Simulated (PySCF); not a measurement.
B(F)(Me)(Et) (C3H8BF), SMILES C(C)B(C)F. Atoms are numbered in the order given.

```xyz
13

B      0.2480     0.2191     0.4429
F      0.5990    -0.9983     0.8821
C      0.6926     1.4463     1.3168
H      1.7940     1.4606     1.4046
H      0.3110     1.3345     2.3474
H      0.3628     2.4193     0.9242
C     -0.5693     0.3267    -0.8957
C     -0.8983    -0.9809    -1.6200
H     -0.0103     1.0188    -1.5571
H     -1.4922     0.8936    -0.6587
H     -1.4910    -1.6546    -0.9808
H      0.0178    -1.5273    -1.8956
H     -1.4730    -0.8084    -2.5440
```

Geometry optimised at B3LYP-D3(BJ)/def2-SVP. Other conformers were not sampled.

Method: TDA-M06-2X/def2-SVPD (PySCF).

Vertical excitations. 

Computed UV-visible absorptions:
```
state  energy (eV)  λ (nm)      f                                                  main pairs
-----  -----------  ------  -----  ----------------------------------------------------------
S1            6.56     189  0.000                                            HOMO→LUMO+1 94 %
S2            7.77     160  0.013                                              HOMO→LUMO 95 %
S3            8.89     139  0.012                                          HOMO−2→LUMO+1 84 %
S4            8.92     139  0.094                                            HOMO→LUMO+2 81 %
S5            9.06     137  0.001                                            HOMO−1→LUMO 80 %
S6            9.10     136  0.078                                          HOMO−1→LUMO+1 92 %
S7            9.29     133  0.013                                            HOMO→LUMO+3 78 %
S8            9.44     131  0.000                                          HOMO−3→LUMO+1 89 %
S9            9.45     131  0.005                          HOMO−2→LUMO 66 %, HOMO→LUMO+3 13 %
S10           9.79     127  0.006                                            HOMO→LUMO+5 94 %
T1            6.17     201      0                                            HOMO→LUMO+1 95 %
T2            7.67     162      0                                              HOMO→LUMO 93 %
T3            8.09     153      0  HOMO−2→LUMO+1 69 %, HOMO−6→LUMO+1 15 %, HOMO−3→LUMO+1 11 %
T4            8.52     145      0                                          HOMO−1→LUMO+1 91 %
```
Triplets are in the Tamm–Dancoff approximation.
